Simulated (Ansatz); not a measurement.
CBP (C36H24N2), 62 atoms. Hardware: 2 threads of AMD EPYC 7R13 on a shared host and a share (18 GiB) of an NVIDIA H100 80GB HBM3.

Single mean-field runs in def2-SVP are fitted with def2-universal-jkfit.

Question: How many basis functions does each of these Ansatz runs have, and roughly what does it cost? LC-ωPBE (ω = 0.15 bohr⁻¹)/def2-SVP, charge 0 singlet, energy, from earlier orbitals; LC-ωPBE (ω = 0.15 bohr⁻¹)/def2-SVP, charge 1 doublet at the geometry of the charge 0 singlet, energy, from earlier orbitals; PBE0-D4/def2-SVP, charge -1 doublet at the geometry of the charge 0 singlet, energy; LC-ωPBE (ω = 0.10 bohr⁻¹)/def2-SVP, charge 0 singlet, energy, from earlier orbitals; r2SCAN-D4/def2-SVP, charge 0 singlet, energy and forces, from earlier orbitals; LC-ωPBE (ω = 0.20 bohr⁻¹)/def2-SVP, charge 0 singlet, energy, from earlier orbitals; LC-ωPBE (ω = 0.30 bohr⁻¹)/def2-SVP, charge -1 doublet at the geometry of the charge 0 singlet, energy, from earlier orbitals; revPBE-D4/def2-SVP, charge 0 singlet, energy, from earlier orbitals; LC-ωPBE (ω = 0.30 bohr⁻¹)/def2-SVP, charge 1 doublet at the geometry of the charge 0 singlet, energy, from earlier orbitals; PBE-D4/def2-SVP, charge 1 doublet at the geometry of the charge 0 singlet, energy, from earlier orbitals; PBE0-D4/def2-SVP, charge 0 singlet, energy, from earlier orbitals; revPBE-D4/def2-SVP, charge 1 doublet at the geometry of the charge 0 singlet, energy, from earlier orbitals.

Answer: Other jobs shared the machine, so times can vary by a factor of up to 3. A dash marks memory too small to be measured apart from the calling script's.

```json
{"run": "revPBE-D4/def2-SVP, charge 0 singlet, energy, from earlier orbitals", "functions": "652", "fitting or Cholesky vectors": "3286", "wall time": "3.9 s", "peak host memory (GiB)": "–"}
{"run": "PBE0-D4/def2-SVP, charge 0 singlet, energy, from earlier orbitals", "functions": "652", "fitting or Cholesky vectors": "3286", "wall time": "4.6 s", "peak host memory (GiB)": "–"}
{"run": "revPBE-D4/def2-SVP, charge 1 doublet at the geometry of the charge 0 singlet, energy, from earlier orbitals", "functions": "652", "fitting or Cholesky vectors": "3286", "wall time": "7.5 s", "peak host memory (GiB)": "1.2"}
{"run": "PBE-D4/def2-SVP, charge 1 doublet at the geometry of the charge 0 singlet, energy, from earlier orbitals", "functions": "652", "fitting or Cholesky vectors": "3286", "wall time": "8 s", "peak host memory (GiB)": "1.2"}
{"run": "LC-ωPBE (ω = 0.15 bohr⁻¹)/def2-SVP, charge 0 singlet, energy, from earlier orbitals", "functions": "652", "fitting or Cholesky vectors": "3286", "wall time": "8.5 s", "peak host memory (GiB)": "1.2"}
{"run": "LC-ωPBE (ω = 0.10 bohr⁻¹)/def2-SVP, charge 0 singlet, energy, from earlier orbitals", "functions": "652", "fitting or Cholesky vectors": "3286", "wall time": "8.5 s", "peak host memory (GiB)": "1.2"}
{"run": "r2SCAN-D4/def2-SVP, charge 0 singlet, energy and forces, from earlier orbitals", "functions": "652", "fitting or Cholesky vectors": "3286", "wall time": "8.5 s", "peak host memory (GiB)": "1.2"}
{"run": "LC-ωPBE (ω = 0.30 bohr⁻¹)/def2-SVP, charge -1 doublet at the geometry of the charge 0 singlet, energy, from earlier orbitals", "functions": "652", "fitting or Cholesky vectors": "3286", "wall time": "10 s", "peak host memory (GiB)": "1.3"}
{"run": "PBE0-D4/def2-SVP, charge -1 doublet at the geometry of the charge 0 singlet, energy", "functions": "652", "fitting or Cholesky vectors": "3286", "wall time": "10 s", "peak host memory (GiB)": "1.4"}
{"run": "LC-ωPBE (ω = 0.20 bohr⁻¹)/def2-SVP, charge 0 singlet, energy, from earlier orbitals", "functions": "652", "fitting or Cholesky vectors": "3286", "wall time": "10 s", "peak host memory (GiB)": "1.2"}
{"run": "LC-ωPBE (ω = 0.15 bohr⁻¹)/def2-SVP, charge 1 doublet at the geometry of the charge 0 singlet, energy, from earlier orbitals", "functions": "652", "fitting or Cholesky vectors": "3286", "wall time": "16 s", "peak host memory (GiB)": "1.4"}
{"run": "LC-ωPBE (ω = 0.30 bohr⁻¹)/def2-SVP, charge 1 doublet at the geometry of the charge 0 singlet, energy, from earlier orbitals", "functions": "652", "fitting or Cholesky vectors": "3286", "wall time": "21 s", "peak host memory (GiB)": "1.3"}
```
